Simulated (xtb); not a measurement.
CH₃F₃O₃Si, SMILES O[Si](O)(O)C(F)(F)F. All values are semi-empirical tight-binding results from xtb (GFN2-xTB unless named), good for trends rather than for accurate numbers. Geometry optimised at GFN2-xTB. The values are those of a single conformer.

Optimised geometry:

Bonds (Å): O1–Si2 1.607, O1–H9 0.954, Si2–O3 1.607, Si2–O4 1.607, Si2–C5 1.956, O3–H10 0.954, O4–H11 0.954, C5–F6 1.352, C5–F7 1.352, C5–F8 1.352. Angles (°): Si2–O1–H9 122.4, O1–Si2–O3 111.2, O1–Si2–O4 111.2, O1–Si2–C5 107.7, O3–Si2–O4 111.1, O3–Si2–C5 107.7, O4–Si2–C5 107.7, Si2–O3–H10 122.3, Si2–O4–H11 122.3, Si2–C5–F6 113.2, Si2–C5–F7 113.3, Si2–C5–F8 113.2, F6–C5–F7 105.5, F6–C5–F8 105.5, F7–C5–F8 105.5.

Computed properties:
- point group as xtb finds it = C3
- orbital gap = 8.34 eV
- dipole moment = 3.04 D
- zero-point energy = 34.1 kcal/mol
- G − E(el) at 298.15 K (modified RRHO) = 12.7 kcal/mol
- static polarisability (D4 model) = 66.4 bohr³
- solvation energy, GFN2-xTB/ALPB(water) = -16.3 kcal/mol
- solvation energy, GFN2-xTB/ALPB(acetone) = -14.5 kcal/mol

### Question
Give the atomic charges and the Wiberg bond orders between heavy atoms. (An estimate is asked for; the answer gives what the named calculation found.)

### Answer
charges (e) O1 -0.44, Si2 0.64, O3 -0.44, O4 -0.44, C5 0.35, F6 -0.23, F7 -0.23, F8 -0.23, H9 0.34, H10 0.34, H11 0.34. Bond orders O1–Si2 1.23, Si2–O3 1.23, Si2–O4 1.23, Si2–C5 0.69, C5–F6 0.96, C5–F7 0.96, C5–F8 0.96.
